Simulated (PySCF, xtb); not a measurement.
C4H3Cl2F, SMILES F[C@@H](Cl)C=C=CCl. The values are those of a single conformer.

Harmonic wavenumbers (cm⁻¹) from GFN2-xTB run with xtb at its own minimum, in rising order: 32, 80, 137, 162, 322, 372, 402, 439, 528, 649, 728, 746, 842, 998, 1060, 1118, 1142, 1178, 1241, 1379, 2061, 2928, 3052, 3063.

Question: What does PBE-D3(BJ)/def2-SVP run with PySCF give at its own minimum? (An estimate is asked for; the answer gives what the named calculation found.)

Answer: 42, 79, 151, 181, 331, 375, 426, 466, 532, 706, 750, 764, 848, 1027, 1077, 1107, 1167, 1212, 1285, 1390, 2018, 3038, 3075, 3116. Paired by order, the mean absolute difference is 26 cm⁻¹ and the zero-point energies are 35.3 and 36.0 kcal/mol.
